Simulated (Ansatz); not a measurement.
C$_{2}$H$_{5}$AlBCl (`C[B]1[CH2][Al]1[Cl]`), relaxed with RKS PBE0-D4/def2-TZVP in Ansatz from a PBE-D4/def2-SVP geometry. The force threshold is 0.005 eV/Å; the program also tests the step.

The species carries charge 0 and has multiplicity 1.

Start:

```xyz
10

C     1.738   -0.371    0.019
B     0.202   -0.095    0.107
C    -0.839    0.536   -0.728
Al   -1.458   -0.301    1.209
Cl   -3.525   -0.110    1.672
H     2.144   -0.044   -0.963
H     2.293    0.174    0.812
H     1.977   -1.447    0.144
H    -1.932    0.687   -0.551
H    -0.598    0.971   -1.721
```

```json
{"step": "1", "energy (eV)": "-21942.9522", "largest force (eV/Å)": "0.419", "largest move (Å)": "0.000"}
{"step": "2", "energy (eV)": "-21942.9864", "largest force (eV/Å)": "0.140", "largest move (Å)": "0.022"}
{"step": "3", "energy (eV)": "-21942.9910", "largest force (eV/Å)": "0.078", "largest move (Å)": "0.014"}
{"step": "4", "energy (eV)": "-21942.9915", "largest force (eV/Å)": "0.074", "largest move (Å)": "0.010"}
{"step": "5", "energy (eV)": "-21942.9927", "largest force (eV/Å)": "0.058", "largest move (Å)": "0.016"}
{"step": "6", "energy (eV)": "-21942.9931", "largest force (eV/Å)": "0.025", "largest move (Å)": "0.011"}
{"step": "7", "energy (eV)": "-21942.9933", "largest force (eV/Å)": "0.028", "largest move (Å)": "0.011"}
{"step": "8", "energy (eV)": "-21942.9933", "largest force (eV/Å)": "0.016", "largest move (Å)": "0.007"}
{"step": "9", "energy (eV)": "-21942.9933", "largest force (eV/Å)": "0.003", "largest move (Å)": "0.005"}
```

End:

```xyz
10

C     1.730   -0.361    0.019
B     0.202   -0.100    0.126
C    -0.822    0.513   -0.721
Al   -1.470   -0.261    1.171
Cl   -3.501   -0.093    1.679
H     2.127    0.002   -0.935
H     2.279    0.137    0.822
H     1.961   -1.427    0.094
H    -1.906    0.656   -0.551
H    -0.600    0.934   -1.704
```

It took 39 s on 4 threads of a server CPU on a shared host, with 0.5 GiB of host memory at the peak.
